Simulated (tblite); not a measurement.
Compound: C5H9BN2O2.
Atom-mapped SMILES: `[CH3:1]/[N:2]=[CH:3]/[C@@H:4]([CH3:5])[O:6][B:7]([OH:8])[C:9]#[N:10]` (hydrogens: H11, H12, H13 on C1; H14 on C3; H15 on C4; H16, H17, H18 on C5; H19 on O8)

Computed with GFN2-xTB (tblite), gas phase: L-BFGS steps from a force-field or distance-geometry start until the largest atomic force falls under 0.01 eV/Å.

Step 58: E = -830.4375 eV
```
atom  x, y, z in Å  |  force x, y, z in eV/Å
C1      3.1523    0.7032    0.8312    0.021   0.004  -0.002
N2      1.9396    0.7785    0.0804    0.003  -0.024   0.034
C3      1.1186   -0.1658    0.1231    0.004  -0.036  -0.020
C4     -0.1783   -0.1233   -0.6295   -0.016  -0.009  -0.002
C5     -0.1852   -1.1473   -1.7657    0.012   0.004  -0.005
O6     -1.1949   -0.4576    0.3071   -0.015  -0.032   0.008
B7     -2.2921    0.2742    0.5161   -0.020  -0.015   0.011
O8     -2.5647    1.4004   -0.1894    0.000   0.002   0.005
C9     -3.2448   -0.2565    1.6233   -0.031  -0.009  -0.003
N10    -3.9719   -0.6221    2.4308   -0.004   0.015   0.000
H11     3.1773    1.5505    1.5171    0.006   0.008  -0.013
H12     3.9872    0.8103    0.1389    0.020   0.009  -0.004
H13     3.2601   -0.2312    1.3996    0.004   0.020  -0.015
H14     1.2658   -1.0758    0.7228    0.002  -0.005   0.003
H15    -0.3450    0.8844   -1.0240    0.006  -0.001  -0.010
H16     0.5970   -0.9007   -2.4784   -0.007  -0.012  -0.010
H17    -0.0140   -2.1482   -1.3739    0.003   0.039   0.018
H18    -1.1501   -1.1329   -2.2683    0.030   0.019   0.006
H19    -3.3668    1.8691    0.0313   -0.018   0.024  -0.001
```

Step 59: E = -830.4378 eV
```
atom  x, y, z in Å  |  force x, y, z in eV/Å
C1      3.1531    0.7032    0.8301    0.020   0.007   0.001
N2      1.9386    0.7780    0.0818    0.012  -0.025   0.027
C3      1.1179   -0.1667    0.1238    0.016  -0.025  -0.014
C4     -0.1794   -0.1234   -0.6283   -0.006  -0.010   0.003
C5     -0.1853   -1.1467   -1.7645    0.016   0.002  -0.011
O6     -1.1956   -0.4582    0.3085   -0.023  -0.032   0.006
B7     -2.2932    0.2736    0.5161   -0.027  -0.007   0.007
O8     -2.5643    1.3996   -0.1902   -0.008   0.013   0.007
C9     -3.2481   -0.2557    1.6219   -0.035  -0.030   0.025
N10    -3.9725   -0.6242    2.4309    0.008   0.028  -0.023
H11     3.1782    1.5508    1.5158    0.008   0.008  -0.014
H12     3.9875    0.8110    0.1368    0.006   0.007  -0.001
H13     3.2634   -0.2305    1.3996   -0.001   0.020  -0.022
H14     1.2666   -1.0771    0.7226   -0.005  -0.007   0.000
H15    -0.3468    0.8838   -1.0239    0.010   0.001  -0.001
H16     0.5975   -0.9012   -2.4763    0.011  -0.003  -0.015
H17    -0.0144   -2.1475   -1.3729   -0.004   0.027   0.020
H18    -1.1480   -1.1306   -2.2701    0.010   0.012   0.009
H19    -3.3650    1.8711    0.0309   -0.008   0.014  -0.005
```

Step 60: E = -830.4381 eV
```
atom  x, y, z in Å  |  force x, y, z in eV/Å
C1      3.1549    0.7035    0.8283    0.014   0.009   0.003
N2      1.9383    0.7770    0.0832    0.015  -0.018   0.007
C3      1.1179   -0.1681    0.1244    0.021  -0.007  -0.001
C4     -0.1803   -0.1234   -0.6268    0.005  -0.008   0.008
C5     -0.1852   -1.1465   -1.7627    0.015   0.000  -0.017
O6     -1.1968   -0.4582    0.3100   -0.024  -0.021  -0.003
B7     -2.2946    0.2740    0.5165   -0.029  -0.001   0.000
O8     -2.5648    1.4004   -0.1899   -0.009   0.015   0.010
C9     -3.2517   -0.2559    1.6199   -0.053  -0.052   0.059
N10    -3.9751   -0.6286    2.4282    0.030   0.045  -0.052
H11     3.1799    1.5510    1.5140    0.009   0.011  -0.010
H12     3.9887    0.8129    0.1342   -0.007   0.004  -0.001
H13     3.2674   -0.2297    1.3977    0.001   0.011  -0.019
H14     1.2678   -1.0783    0.7229   -0.009  -0.014  -0.003
H15    -0.3474    0.8834   -1.0238    0.012   0.001   0.011
H16     0.5999   -0.9045   -2.4730    0.019   0.004  -0.011
H17    -0.0181   -2.1471   -1.3697   -0.010   0.018   0.017
H18    -1.1456   -1.1262   -2.2720   -0.002   0.001   0.009
H19    -3.3649    1.8736    0.0310    0.001   0.004  -0.007
```

**Question.** Estimate the geometry and energy of step 61. (The exact step hangs on the optimiser's Hessian estimate; all steps are aligned on step 60, rigid shifts and turns removed.)

**Answer.** E = -830.4385 eV, largest force 0.088 eV/Å
```
atom  x, y, z in Å  |  force x, y, z in eV/Å
C1      3.1571    0.7041    0.8260    0.005   0.008   0.003
N2      1.9379    0.7754    0.0852    0.014  -0.007  -0.017
C3      1.1182   -0.1705    0.1258    0.019   0.010   0.015
C4     -0.1808   -0.1239   -0.6245    0.015  -0.004   0.010
C5     -0.1845   -1.1463   -1.7609    0.010   0.000  -0.016
O6     -1.1989   -0.4583    0.3114   -0.020  -0.004  -0.017
B7     -2.2966    0.2751    0.5171   -0.022   0.000  -0.009
O8     -2.5661    1.4023   -0.1888   -0.006   0.010   0.013
C9     -3.2554   -0.2563    1.6182   -0.044  -0.055   0.052
N10    -3.9791   -0.6335    2.4240    0.021   0.045  -0.042
H11     3.1820    1.5517    1.5113    0.009   0.015  -0.004
H12     3.9894    0.8155    0.1303   -0.014   0.001  -0.005
H13     3.2723   -0.2285    1.3948    0.007  -0.003  -0.009
H14     1.2691   -1.0807    0.7237   -0.011  -0.021  -0.006
H15    -0.3468    0.8828   -1.0227    0.014   0.000   0.023
H16     0.6037   -0.9083   -2.4692    0.022   0.010  -0.003
H17    -0.0227   -2.1469   -1.3665   -0.014   0.008   0.013
H18    -1.1426   -1.1206   -2.2737   -0.013  -0.011   0.005
H19    -3.3661    1.8764    0.0311    0.008  -0.004  -0.006
```

The energy changes by -0.0004 eV. The first-order estimate −F·Δx gives -0.0005 eV and the mean of the old and new forces, exact on a quadratic surface, -0.0004 eV. The step makes an angle of 79° with the force vector and moves no atom by more than 0.008 Å.

What follows is the cost of the whole relaxation. The run took 1.1 s on Arm Neoverse V1, one thread, shared host.
